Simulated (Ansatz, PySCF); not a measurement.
HOP, SMILES O=P.

Geometry optimised at TPSSh-D3(BJ)/def2-TZVPD.

Two levels are set side by side: PBE/def2-TZVPD (Ansatz, a program for electronic structure) and EOM-CCSD/aug-cc-pVDZ (PySCF). PBE by ΔSCF, the other level by its IP root; same geometry, the bases differ. Differences are taken from unrounded values.

```tsv
quantity	EOM-CCSD
vertical ionisation energy (eV)	10.09
```

What does PBE give, and how far is it from EOM-CCSD? (Estimate from the structure and the level; the computed values follow.)


```tsv
quantity	PBE	PBE minus EOM-CCSD
vertical ionisation energy (eV)	10.14	0.05
```

On these quantities the two levels nearly agree.
